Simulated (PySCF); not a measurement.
C₂H₂F₂, SMILES F/C=C/F.

Geometry optimised at TPSSh-D3(BJ)/def2-SVP.

Two levels are set side by side: TDA-PBE/def2-SVPD (PySCF) and TDA-M06-2X/def2-SVPD (PySCF). Vertical, same geometry. The lowest singlet is HOMO→LUMO+1 99 % with PBE and HOMO→LUMO+2 78 % with the other functional; states are paired by order. Differences are taken from unrounded values.

```json
[
 {"quantity": "lowest singlet excitation (eV)", "TDA-M06-2X": "6.93"},
 {"quantity": "lowest triplet excitation (TDA) (eV)", "TDA-M06-2X": "4.58"},
 {"quantity": "first bright state (f over 0.05) (eV)", "TDA-M06-2X": "8.09"},
 {"quantity": "its oscillator strength", "TDA-M06-2X": "0.43"}
]
```

Task: What does TDA-PBE give, and how far is it from TDA-M06-2X? (An estimate is asked for; the answer gives what the named calculation found.)

Result: 
| quantity | TDA-PBE | TDA-PBE minus TDA-M06-2X |
|---|---|---|
| lowest singlet excitation (eV) | 6.44 | -0.49 |
| lowest triplet excitation (TDA) (eV) | 4.30 | -0.28 |
| first bright state (f over 0.05) (eV) | 7.72 | -0.38 |
| its oscillator strength | 0.36 | -0.08 |

A lower first singlet is the usual sign of a functional without exact exchange. Differences between two approximate levels are no errors against the true value.

Rough cost on one machine, each run with all the roots and properties that it gave: TDA-M06-2X against TDA-PBE about 10 times.
